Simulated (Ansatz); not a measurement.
Geometry optimisation, RHF/6-31G* in Ansatz 0.2.0.

input.yaml

```yaml
crystal:
  periodic: [false, false, false]
  atoms:
    - { symbol: B, position_ang: [0.017716, -0.250217, -0.01992] }
    - { symbol: O, position_ang: [-0.607034, -1.017803, 0.941686] }
    - { symbol: H, position_ang: [-1.540941, -1.080154, 0.798399] }
    - { symbol: H, position_ang: [1.201994, -0.192437, 0.023021] }
    - { symbol: H, position_ang: [-0.6124, 0.233175, -0.90618] }
    - { symbol: O, position_ang: [-0.170366, 1.648831, 1.764629] }
    - { symbol: Al, position_ang: [0.991438, 2.732088, 2.383112] }
    - { symbol: H, position_ang: [1.72626, 2.378498, 3.737866] }
    - { symbol: H, position_ang: [1.257548, 4.045412, 1.555653] }
    - { symbol: H, position_ang: [-0.362316, 0.796807, 2.186534] }
basis:
  gaussian: { orbitals: "6-31G*" }
hamiltonian:
  xc: hf
relax:
  f_tol: 0.03
  max_steps: 50
output:
  orbitals: {}
```

Command:

```bash
$ ansatz run input.yaml --threads 1 --pin off --max-ram 2048MiB --backend cpu --events-out ev --progress --plain --runs-dir out
```

Where does it end, and by what steps?

The forces met the threshold. After 8 steps the energy has fallen by 0.052 eV; H4 moved furthest, 0.20 Å.

| step | energy less start (eV) | largest force component (eV/Å) | accepted |
| --- | --- | --- | --- |
| 0 | 0.0000 | 1.150 | yes |
| 1 | -0.0376 | 0.593 | yes |
| 2 | -0.0382 | 0.536 | yes |
| 3 | -0.0483 | 0.191 | yes |
| 4 | -0.0494 | 0.065 | yes |
| 5 | -0.0501 | 0.041 | yes |
| 6 | -0.0514 | 0.061 | yes |
| 7 | -0.0519 | 0.032 | yes |
| 8 | -0.0521 | 0.021 | yes |

```xyz
10
Properties=species:S:1:pos:R:3
B -0.006 -0.393 -0.108
O -0.701 -1.078 0.827
H -1.638 -1.053 0.688
H 1.180 -0.392 -0.015
H -0.565 0.138 -1.017
O -0.114 1.692 1.907
Al 1.011 2.835 2.469
H 1.844 2.537 3.781
H 1.150 4.167 1.639
H -0.259 0.841 2.294
```

Whether the end is a true minimum wasn't checked by a vibrational analysis.

Run time: 20 s on 1 thread of Intel(R) Xeon(R) Platinum 8259CL CPU @ 2.50GHz (Skylake/Cascade Lake), with other jobs on the host, peak memory 0.15 GiB.
